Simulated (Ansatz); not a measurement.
HCl3OZr, triplet, at a GFN2-xTB geometry (such geometries of metal compounds can be far from the true shape) (the multiplicity is a formal guess) (core potentials on Zr); HF/def2-SVP (Ansatz, an electronic-structure program).

Here is a job for Ansatz.
Ansatz 0.2 input:
```yaml
crystal:
  periodic: [false, false, false]
  atoms:
    - {symbol: Zr, position_ang: [-0.32749238, 0.36446577, -0.05221936]}
    - {symbol: Cl, position_ang: [1.58216371, 1.38485456, -0.78301165]}
    - {symbol: Cl, position_ang: [0.41907404, -0.99997449, 1.74849642]}
    - {symbol: Cl, position_ang: [-0.12213121, -1.86119446, -0.86824588]}
    - {symbol: O, position_ang: [-2.01062156, 1.10267398, 0.05293379]}
    - {symbol: H, position_ang: [-2.76014362, 1.69732219, 0.01224287]}
basis:
  gaussian:
    orbitals: def2-SVP
hamiltonian:
  xc: hf
magnetization: {spin_polarized: true, initial_magnetization: 2}
accuracy: high
```

The log (banner, timings and long lists left out):

```
Functional definition: HF
2139 factors; integrals over basis functions are off by at most 3.7e-9 eV
mean field evaluation 1: about -40815.2208 eV, gradient 3.0e1 eV
mean field evaluation 2: about -40815.3599 eV, gradient 3.0e1 eV
mean field evaluation 4: about -40820.0812 eV, gradient 3.3e0 eV
mean field evaluation 8: about -40820.7201 eV, gradient 7.2e-1 eV
mean field evaluation 16: about -40820.7687 eV, gradient 9.0e-5 eV
mean field evaluation 32: about -40820.7496 eV, gradient 3.2e-1 eV
mean field evaluation 64: about -40820.2117 eV, gradient 2.1e0 eV
mean field evaluation 96: about -40818.5562 eV, gradient 2.7e0 eV
mean field evaluation 128: about -40819.8256 eV, gradient 4.4e-1 eV
mean field evaluation 160: about -40820.7686 eV, gradient 4.8e-2 eV
mean field evaluation 192: about -40820.7687 eV, gradient 1.5e-7 eV
mean field -40820.76868191 eV, -1500.1355797494 hartree, gradient 3.7e-8 eV, S^2 2.019361; 3 other end points of the search recorded, 0 dependent functions left out
reference -40820.76868191 eV, -1500.1355797494 hartree; 37, 35 occupied and 67, 69 virtual orbitals, 2139 factors
Total energy: -40820.76868191 eV, -1500.1355797494 hartree
```
